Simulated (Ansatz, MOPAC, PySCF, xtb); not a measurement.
Noncovalent pair: CH3Cl (SMILES CCl) (first 5 atoms) with CH2O (SMILES C=O); geometry from B3LYP-D3(BJ)/def2-TZVP, rigid monomers moved along the line of their centres of mass till H4···O7 is 2.17 Å.
(charge 0, multiplicity 1):
```xyz
9

C      0.980     0.485    -0.202
Cl     1.166    -1.250     0.234
H      0.167     0.564    -0.917
H      0.755     1.036     0.707
H      1.914     0.821    -0.640
C      0.630    -0.463     3.006
O      0.478     0.718     2.839
H     -0.213    -1.175     2.954
H      1.620    -0.901     3.229
```

Counterpoise-corrected where a basis set is named; no monomer relaxation. Rows marked so take none.

Rows in STO-3G carry no dispersion term and start afresh at each structure. The state that PM3 reach isn't checked.

Run with Ansatz (Gaussian basis) for Hartree–Fock, density functionals and correlated methods; MOPAC for PM3 (differences of heats of formation); PySCF for STO-3G rows, the dispersion terms; xtb for the GFN methods. Values without a source in brackets are computed.

Task: One of these levels gives 0.82 kcal/mol for the interaction energy. Name it.
A. HF/STO-3G (no counterpoise)
B. B3LYP-D3(BJ)/def2-TZVPPD
C. GFN1-xTB
D. PM3

Result: A, HF/STO-3G (no counterpoise). The others give 1.68 (PM3), -3.37 (GFN1-xTB), -3.01 (B3LYP-D3(BJ)/def2-TZVPPD)

Ansatz is a first-principles code.
